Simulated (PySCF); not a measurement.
Compound: (GeH3)3P, Ge₃H₉P.
SMILES with atom numbers: `[GeH3:1][P:2]([GeH3:3])[GeH3:4]` (hydrogens: H5, H6, H7 on Ge1; H8, H9, H10 on Ge3; H11, H12, H13 on Ge4)

Computed with PBE0-D3(BJ)/def2-SVP geometry optimisation, gas phase in PySCF 2.14.0.

Task: List the bond lengths and angles at this level.

Result: 
```json
{"bond": "Ge1–P2, P2–Ge3, P2–Ge4", "length (pm)": "232.4"}
{"bond": "Ge1–H5 and 8 like bonds", "length (pm)": "154.0"}
```

Bonds in one row agree within 1 pm and their mean is given. A selection of angles:
```json
{"angle": "P2–Ge1–H5", "degrees": "112.4"}
{"angle": "P2–Ge1–H6", "degrees": "108.1"}
{"angle": "H5–Ge1–H6", "degrees": "109.4"}
{"angle": "Ge1–P2–Ge3", "degrees": "97.1"}
```

Ge1 (germanium bonded to P and 3 H) is tetrahedral (angles from 108.0° to 112.4°). All 3 Ge–P bonds measure 2.323 to 2.324 Å. P2 (three-coordinate phosphorus) is pyramidal (angles 97.1°, 97.0° and 97.0°, sum 291.1°, 1.17 Å off the plane of its three neighbours).

Point group: C3v (every atom within 0.08 Å of its image). Not checked by PBE0-D3(BJ)/def2-SVP frequencies.

On an Intel Xeon Platinum 8259CL at 2.50 GHz with one thread, on a shared host, this took 97 s of wall time and 0.80 GiB of memory at its peak. These figures are those of the optimisation.
